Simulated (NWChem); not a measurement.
Molecule: C5H5, doublet; SMILES [CH]1C=CC=C1

In the optimisation the excess spin sits in a" (Cs, its own frame). No frequency run checked for a minimum.

**Question.** Give the equilibrium geometry at PBE0/def2-SVP, spin-unrestricted (NWChem) as an XYZ file, with the point group.

**Answer.** point group Cs; any orientation.
```
10

C     -1.1661    -0.2233     0.0000
C     -0.5460     1.0900     0.0000
C      0.8031     0.9019     0.0000
C      1.0588    -0.5492     0.0000
C     -0.1553    -1.2131     0.0000
H     -2.2421    -0.4102     0.0000
H     -1.0784     2.0404     0.0000
H      1.5738     1.6730     0.0000
H      2.0487    -1.0088     0.0000
H     -0.3103    -2.2907     0.0000
```
